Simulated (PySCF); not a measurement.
C2H3BF2O, SMILES C=C(F)B(O)F. Coordinates come from a B3LYP-D3(BJ)/def2-SVP optimisation. The structure was generated by enumeration, and PubChem lists no compound with its InChIKey, so it may never have been made. One conformer was computed; it need not be the lowest.

Computed equilibrium geometry at B3LYP-D3(BJ)/def2-SVP (PySCF confirms it by a frequency run) as bond lengths and angles, and its point group (one conformer of several):
point group Cs.
Atoms: C1 C2 F3 B4 O5 F6 H7 H8 H9. Bonds (Å): C1–C2 1.334, C1–H7 1.093, C1–H8 1.091, C2–F3 1.364, C2–B4 1.570, B4–O5 1.345, B4–F6 1.329, O5–H9 0.968. Bond angles (°): C2–C1–H7 121.8, C2–C1–H8 119.1, H7–C1–H8 119.1, C1–C2–F3 119.7, C1–C2–B4 127.5, F3–C2–B4 112.8, C2–B4–O5 121.4, C2–B4–F6 119.7, O5–B4–F6 119.0, B4–O5–H9 111.5.
Charge 0, spin multiplicity 1.
